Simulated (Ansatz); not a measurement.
```yaml
crystal:
  periodic: [false, false, false]
  atoms:
    - {symbol: C, position_ang: [-3.608211, -4.785720, -2.149271]}
    - {symbol: C, position_ang: [-2.337368, -3.033828, -0.255993]}
    - {symbol: C, position_ang: [-2.968043, -3.765085, 2.449582]}
    - {symbol: N, position_ang: [-2.986277, -0.384005, -0.670626]}
    - {symbol: Ge, position_ang: [-1.138499, 1.615168, -2.701119]}
    - {symbol: Cl, position_ang: [-3.187737, 5.138382, -2.765948]}
    - {symbol: Cl, position_ang: [-0.743137, 0.458273, -6.589777]}
    - {symbol: N, position_ang: [2.048771, 1.698030, -1.531289]}
    - {symbol: C, position_ang: [2.640387, 2.576447, 1.016829]}
    - {symbol: C, position_ang: [3.163367, 5.402441, 1.110918]}
    - {symbol: C, position_ang: [4.840396, 1.058540, 2.069764]}
    - {symbol: H, position_ang: [-3.054151, -6.749812, -1.831817]}
    - {symbol: H, position_ang: [-3.109111, -4.272618, -4.083698]}
    - {symbol: H, position_ang: [-5.665766, -4.673610, -1.964077]}
    - {symbol: H, position_ang: [-0.285662, -3.178323, -0.500633]}
    - {symbol: H, position_ang: [-5.001341, -3.595948, 2.788836]}
    - {symbol: H, position_ang: [-1.993329, -2.533178, 3.785498]}
    - {symbol: H, position_ang: [-2.425047, -5.720124, 2.832590]}
    - {symbol: H, position_ang: [-4.866949, -0.052312, -0.709738]}
    - {symbol: H, position_ang: [3.370182, 2.164718, -2.829194]}
    - {symbol: H, position_ang: [0.970101, 2.177806, 2.175059]}
    - {symbol: H, position_ang: [1.556291, 6.477174, 0.392097]}
    - {symbol: H, position_ang: [3.551005, 6.022169, 3.042508]}
    - {symbol: H, position_ang: [4.816354, 5.866666, -0.043463]}
    - {symbol: H, position_ang: [6.539879, 1.363944, 0.931128]}
    - {symbol: H, position_ang: [5.269363, 1.625928, 4.008262]}
    - {symbol: H, position_ang: [4.412350, -0.958571, 2.049457]}
basis:
  gaussian: {orbitals: def2-TZVPD}
hamiltonian: {xc: {name: r2SCAN}, dispersion: rvv10}
accuracy: high
```

```sh
$ ansatz run in.yaml --threads 11 --pin off --events-out ev --progress --plain --max-ram 174080MiB --backend cuda --devices 0, --max-vram 75GiB
```

Shortened log:

```
Functional definition: r2SCAN+rVV10
10260 factors; integrals over basis functions are off by at most 3.7e-7 eV
mean field evaluation 1: about -90867.0585 eV, gradient 1.4e2 eV
mean field evaluation 2: about -89704.2893 eV, gradient 2.9e2 eV
mean field evaluation 4: about -89461.9743 eV, gradient 3.3e2 eV
mean field evaluation 8: about -90924.1625 eV, gradient 6.9e0 eV
mean field evaluation 16: about -90925.0495 eV, gradient 3.9e-2 eV
mean field evaluation 64: about -90925.0496 eV, gradient 1.2e-1 eV
mean field evaluation 160: about -90924.3453 eV, gradient 7.9e-1 eV
mean field evaluation 192: about -90924.8693 eV, gradient 2.1e-1 eV
mean field -90925.05043274 eV, -3341.4339721906 hartree, gradient 5.3e-8 eV, S^2 0.000000; 10 other end points of the search recorded, 0 dependent functions left out
reference -90925.05043600 eV, -3341.4339723101 hartree; 66, 66 occupied and 520, 520 virtual orbitals, 10260 factors
Total energy: -90925.05043600 eV, -3341.4339723101 hartree
```

Task: Something in this input is off. What?

Result: The coordinates are in bohr but typed as ångström. Self-consistency was reached. The result belongs to that input, not to the molecule as meant.
